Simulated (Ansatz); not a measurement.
Ansatz (an electronic-structure program) input (RPA@PBE/cc-pV(T+d)Z):
A basis named .json is the Basis Set Exchange file of that set.

Ansatz 0.2 input:
```yaml
crystal:
  periodic: [false, false, false]
  atoms:
    - {symbol: C, position_ang: [2.16792702, 0.13777960, -0.77548091]}
    - {symbol: O, position_ang: [0.79119494, 0.47145293, -0.90063043]}
    - {symbol: Si, position_ang: [-0.37710062, -0.01200645, 0.12350313]}
    - {symbol: O, position_ang: [-0.72483125, -1.61154460, 0.08441754]}
    - {symbol: O, position_ang: [0.16249300, 0.30617905, 1.63410122]}
    - {symbol: O, position_ang: [-1.74112323, 0.77852792, -0.31191188]}
    - {symbol: H, position_ang: [2.71740113, 0.69339862, -1.53474700]}
    - {symbol: H, position_ang: [2.54798787, 0.40756265, 0.21209324]}
    - {symbol: H, position_ang: [2.32502103, -0.93184723, -0.93735017]}
    - {symbol: H, position_ang: [-1.31471159, -1.91279430, -0.61113591]}
    - {symbol: H, position_ang: [-0.26046765, -0.15697428, 2.36101028]}
    - {symbol: H, position_ang: [-1.64525197, 1.68514503, -0.61384059]}
basis:
  gaussian:
    orbitals: cc-pV_T+d_Z.json
hamiltonian:
  xc: pbe
magnetization: {spin_polarized: false}
correlation: {method: rpa, electrons: outside_noble_gas}
```

End of the output:

```
integrals: 0.66 GiB planned
1606 factors; integrals over basis functions are off by at most 1.1e-3 eV
0.38 GiB of the device are held for the grids
1.54 GiB of device memory are held for the factors and their scratch space
mean field: 2.02 GiB planned
mean field evaluation 1: about -17175.6891 eV, gradient 1.1e2 eV
mean field evaluation 2: about -17175.6799 eV, gradient 1.1e2 eV
mean field evaluation 4: about -17195.3876 eV, gradient 1.6e1 eV
mean field evaluation 8: about -17195.8554 eV, gradient 2.0e-1 eV
mean field evaluation 16: about -17195.8508 eV, gradient 3.4e-4 eV
mean field -17195.85077913 eV, -631.9358603667 hartree, gradient 5.4e-6 eV, S^2 0.000000; 0 other end points of the search recorded, 0 dependent functions left out
10 core orbitals not correlated
reference -17144.65637694 eV, -630.0545007872 hartree; 19, 19 occupied and 244, 244 virtual orbitals, 1606 factors
Total energy: -17197.18120568 eV, -631.9847526408 hartree
```
